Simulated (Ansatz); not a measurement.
A CCSD(T) single point on C2H7BO2 (`CCOBO`).

```yaml
crystal:
  periodic: [false, false, false]
  atoms:
    - {symbol: C, position_ang: [-0.803327, 0.418632, 1.471368]}
    - {symbol: C, position_ang: [0.374763, 0.622571, 0.549954]}
    - {symbol: O, position_ang: [0.045360, 0.235230, -0.773305]}
    - {symbol: B, position_ang: [0.607531, -0.850892, -1.358188]}
    - {symbol: O, position_ang: [0.245753, -1.196918, -2.618785]}
    - {symbol: H, position_ang: [-0.561881, 0.769069, 2.477777]}
    - {symbol: H, position_ang: [-1.672760, 0.973224, 1.112937]}
    - {symbol: H, position_ang: [-1.071063, -0.638668, 1.531164]}
    - {symbol: H, position_ang: [1.243189, 0.053210, 0.898789]}
    - {symbol: H, position_ang: [0.658100, 1.678594, 0.517949]}
    - {symbol: H, position_ang: [1.423732, -1.522711, -0.792720]}
    - {symbol: H, position_ang: [-0.412398, -0.596538, -2.982938]}
basis:
  gaussian: {orbitals: def2-TZVPP}
correlation: {method: ccsd_t}
```

```sh
$ ansatz run in.yaml --threads 4 --pin off --events-out ev --progress --plain --max-ram 10444MiB
```

The program prints (abridged):

```
Functional definition: HF
1521 factors; integrals over basis functions are off by at most 9.8e-4 eV
mean field evaluation 1: about -6918.7598 eV, gradient 4.6e1 eV
mean field evaluation 2: about -6918.9902 eV, gradient 4.6e1 eV
mean field evaluation 4: about -6923.3764 eV, gradient 4.2e0 eV
mean field evaluation 8: about -6923.4370 eV, gradient 2.3e-1 eV
mean field -6923.43718075 eV, -254.4316235184 hartree, gradient 2.3e-6 eV, S^2 0.000000; 0 other end points of the search recorded, 0 dependent functions left out
5 core orbitals not correlated: weight in the atoms' cores, before any rotation towards them, 1.000 or more for the frozen orbitals, at most 0.000 for the correlated occupied ones
reference -6923.43718075 eV, -254.4316235184 hartree; 15, 15 occupied and 233, 233 virtual orbitals, 1521 factors
second order -25.15827251 eV of doubles, -0.00000000 eV of singles
cycle   1  -25.43711631 eV  change   -2.8e-1 eV  update   1.0e-1
cycle   2  -26.00930968 eV  change   -5.7e-1 eV  update   2.9e-2
cycle   3  -26.14061735 eV  change   -1.3e-1 eV  update   1.5e-2
cycle   4  -26.12697899 eV  change    1.4e-2 eV  update   3.7e-3
cycle   5  -26.12640765 eV  change    5.7e-4 eV  update   1.7e-3
cycle   6  -26.12704417 eV  change   -6.4e-4 eV  update   4.9e-4
cycle   7  -26.12671611 eV  change    3.3e-4 eV  update   1.6e-4
cycle   8  -26.12665340 eV  change    6.3e-5 eV  update   4.8e-5
cycle   9  -26.12666392 eV  change   -1.1e-5 eV  update   1.7e-5
perturbative correction -0.96090173 eV, -0.0353124872 hartree
Total energy: -6950.52474641 eV, -255.4270731956 hartree
```

Hardware: 4 threads of an Arm Neoverse V1 on a shared host. Wall time 2.7 min, peak host memory 6 GiB.

The correlation energy is -27.088 eV, 3.5 % of it from (T); the T1 diagnostic reads 0.0121.
